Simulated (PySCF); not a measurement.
A structure optimised at PBE-D3(BJ)/def2-TZVPD, used in a PySCF frequency run:

```
Mg
F 1 1.7200
```
Charge +1, spin multiplicity 1.

Task: Write its SMILES, formula and point group.

Result: [F][Mg+], FMg, C∞v

Task: What are its rotational constants (standard atomic weights)?

Result: 16.021 GHz (linear rotor, B only)
